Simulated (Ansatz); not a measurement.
Two shapes of singlet AlCl₃.

Shape 1:

```xyz
4

Al    0.0225   -0.0352   -0.0274
Cl    2.1244   -0.0067   -0.0197
Cl   -1.0471    1.7515   -0.0067
Cl   -1.0503   -1.8456    0.0184
```

Shape 2:

```xyz
4

Al    0.0000    0.0000    0.0000
Cl    2.2453    0.0000    0.0000
Cl   -1.1226    1.9445    0.0000
Cl   -1.1226   -1.9445    0.0000
```

Basis set: def2-TZVP (spherical functions). Left uncorrelated: 20 orbitals. Charge 0, multiplicity 1.

Computed with Ansatz (development build ahead of 0.2.0); each method stands on the lowest determinant of its kind that the runs found.

(1) Which shape is lower in energy, and by how much in each method?

Results:

(1)

| method | E(2) − E(1) (eV) |
| --- | --- |
| RHF | 0.722 |
| RHF-MP2 | 0.670 |

Shape 1 is lower.
